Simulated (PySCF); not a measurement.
PySCF input file for MoH6, SMILES [MoH6], multiplicity 1, C-PCM-PBE0/def2-TZVPD. Geometry: PBE0-D3(BJ)/def2-TZVPD. The multiplicity is an assumed one; other spin states were not compared. The def2 effective core potentials stand for the cores of Mo; spin–orbit coupling is left out.

```python
import numpy as np
from pyscf import gto, scf, dft
from pyscf.solvent import pcm

mol = gto.M(
    atom='''
    Mo   -0.00000000   -0.00000000   -0.00000000
    H    -0.00000000   -1.80132548   -0.00000000
    H    -1.80132548   -0.00000001   -0.00000000
    H     1.80132548    0.00000001   -0.00000000
    H     0.00000000   -0.00000001   -1.80132548
    H    -0.00000000    0.00000001    1.80132548
    H    -0.00000000    1.80132548   -0.00000000
    ''',
    basis='def2-TZVPD',
    ecp={'Mo': 'def2-tzvp'},
    charge=0,
    spin=0,
    max_memory=1600,
    verbose=3,
)
mf = dft.RKS(mol, xc='pbe0').density_fit(auxbasis='def2-universal-jkfit')
mf.grids.level = 3
mf.conv_tol = 1e-9
mf.max_cycle = 100
mf.kernel()
res = {}
for name, eps in {'water': 78.355, 'dichloromethane': 8.93, 'toluene': 2.3741}.items():
    s = mf.PCM()
    s.with_solvent.method, s.with_solvent.eps, s.with_solvent.lebedev_order = 'C-PCM', eps, 29
    s.kernel(mf.make_rdm1())
    res[name] = (s.e_tot, eps, s.dip_moment(), s.mo_energy, s.converged)
    print(f'{name}: electrostatic solvation free energy {(s.e_tot - mf.e_tot) * 627.509474:.3f} kcal/mol')
```

Program output:

```
converged SCF energy = -71.3593878347002

WARN: PCM is an experimental feature. It is still in testing.
Features and APIs may be changed in the future.

converged SCF energy = -71.3603400699981
Dipole moment(X, Y, Z, Debye): -0.00000,  0.00000,  0.00000
water: electrostatic solvation free energy -0.598 kcal/mol

WARN: PCM is an experimental feature. It is still in testing.
Features and APIs may be changed in the future.

converged SCF energy = -71.3602388666284
Dipole moment(X, Y, Z, Debye): -0.00000,  0.00000,  0.00000
dichloromethane: electrostatic solvation free energy -0.534 kcal/mol

WARN: PCM is an experimental feature. It is still in testing.
Features and APIs may be changed in the future.

converged SCF energy = -71.3599317931986
Dipole moment(X, Y, Z, Debye): -0.00000,  0.00000,  0.00000
toluene: electrostatic solvation free energy -0.341 kcal/mol
```

The run converged.

Cost: around 29 core-seconds (rough).
